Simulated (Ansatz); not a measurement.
FH8NSi3 can be A, `F[SiH2]N([SiH3])[SiH3]`, or B, `F[SiH2]N[SiH2][SiH3]`.

Isolated molecules relaxed with PBE0-D4/def2-TZVP in Ansatz; ΔE leaves out vibrations. CCSD(T)/CBS adds triple-zeta CCSD(T) − MP2 to the extrapolated MP2 energy (def2 sets, frozen cores). DFT in def2-TZVPP. B3LYP here is the variant with VWN-RPA as its local correlation; programs differ in this. One conformer a species, not always the lowest.

A:

Z-matrix (Å, degrees):
```
Si
N 1 1.713
F 1 1.599 2 111.2
H 1 1.482 2 108.1 3 117.5
H 1 1.479 2 111.1 3 -118.1
Si 2 1.743 1 121.3 3 75.7
Si 2 1.744 1 119.9 3 -101.8
H 6 1.486 2 110.4 1 126.0
H 6 1.485 2 111.2 1 -113.8
H 6 1.485 2 107.6 1 6.2
H 7 1.487 2 107.3 1 166.0
H 7 1.486 2 111.5 1 -74.8
H 7 1.485 2 110.6 1 46.2
```

B:

Z-matrix (Å, degrees):
```
Si
N 1 1.706
F 1 1.602 2 112.5
H 1 1.478 2 108.9 3 -117.7
H 1 1.480 2 109.2 3 117.5
Si 2 1.740 1 127.7 3 84.7
H 2 1.011 1 115.7 3 -86.3
Si 6 2.344 2 111.8 1 -113.6
H 6 1.491 2 110.7 1 124.5
H 6 1.487 2 106.1 1 6.9
H 8 1.489 6 110.7 2 -175.4
H 8 1.487 6 110.6 2 63.6
H 8 1.490 6 109.6 2 -55.9
```

Task: Which is lower in electronic energy at CCSD(T)/CBS, and by how much? (An estimate is asked.)

Result: Ansatz gave: A, by 57.2 kJ/mol.

Task: Give E(B) − E(A) in kJ/mol with r2SCAN-D4, B3LYP, B3LYP-D4, CCSD/def2-TZVPP, PBE-D4, PBE0-D4, ωB97M-V. (An estimate is asked.)

Result: Computed: r2SCAN-D4 48.8, B3LYP 46.0, B3LYP-D4 52.7, CCSD/def2-TZVPP 58.1, PBE-D4 35.1, PBE0-D4 41.8, ωB97M-V 59.0. None reverses the order clearly.

Largest T1 diagnostic: 0.012.

From PBE to PBE0 (25 % exact exchange), in def2-TZVPP and without D4, E(B) − E(A) moves by +7.4 kJ/mol. The D4 term adds +6.8 kJ/mol with B3LYP and +3.4 kJ/mol with PBE0; it sums over pairs of atoms, weighted by their polarisabilities, and B3LYP, whose exchange is more repulsive, gets the larger term.
